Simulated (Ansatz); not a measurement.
`F/C=C(\F)C(F)(F)F` + `OC(F)F` → `FC(F)OC(F)(F)F` + `F/C=C/F`  (substitution at a C–C bond)

Computed with Ansatz on PBE0-D4/def2-TZVP structures; ΔE is electronic, products minus reactants. CBS: MP2 limit from def2 TZ/QZ plus the TZ coupled-cluster correction, frozen cores. Double bonds are as drawn, so ΔE can hold a change between cis and trans. DFT in def2-TZVPP. One conformer a species, not always the lowest.

(1) Is it downhill or uphill in electronic energy at CCSD(T)/CBS, and by how much? (An estimate is asked.)

(2) What do these levels give: PBE-D4, r2SCAN-D4, PBE, MP2/def2-TZVPP, SCS-MP2/def2-TZVPP, SCS-MP2/def2-QZVPP? (Best estimate.)

Largest T1 diagnostic among the species: 0.013.

Answers

(1) Ansatz gave: Uphill: ΔE = +28.9 kJ/mol.

(2) The calculation gave: PBE-D4 33.1, r2SCAN-D4 27.1, PBE 33.1, MP2/def2-TZVPP 29.8, SCS-MP2/def2-TZVPP 27.2, SCS-MP2/def2-QZVPP 29.4 kJ/mol.

From PBE to PBE0 (25 % exact exchange), in def2-TZVPP and without D4, ΔE moves by −4.7 kJ/mol. In def2-TZVPP, CCSD(T) changes the Hartree–Fock value by +13.9 kJ/mol (the triples alone add +1.4 kJ/mol) and MP2 by +18.2 kJ/mol.
